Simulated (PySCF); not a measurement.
**Correlation energy of P (phosphorus, neutral)**

[Ne] 3s1 3p4, high-spin 4P determinant (an excited configuration). Calculation: PySCF 2.14, in aug-cc-pVTZ-DK; the spin-free X2C one-electron Hamiltonian (Gaussian nucleus). Frozen: [Ne]; 5 electrons correlated.

```json
{"level": "CCSD", "correlation energy (mhartree)": "-113.29"}
{"level": "(T)", "correlation energy (mhartree)": "-9.97"}
{"level": "CCSD(T)", "correlation energy (mhartree)": "-123.26"}
```

Diagnostics: T1 = 0.038, D1 = 0.1126, largest double amplitude 0.226.

Task: Is a single reference adequate?

Result: Not fully. T1 exceeds 0.03, a sign that the reference determinant is poor. A double-excitation amplitude exceeds 0.15, a sign of near-degeneracy.
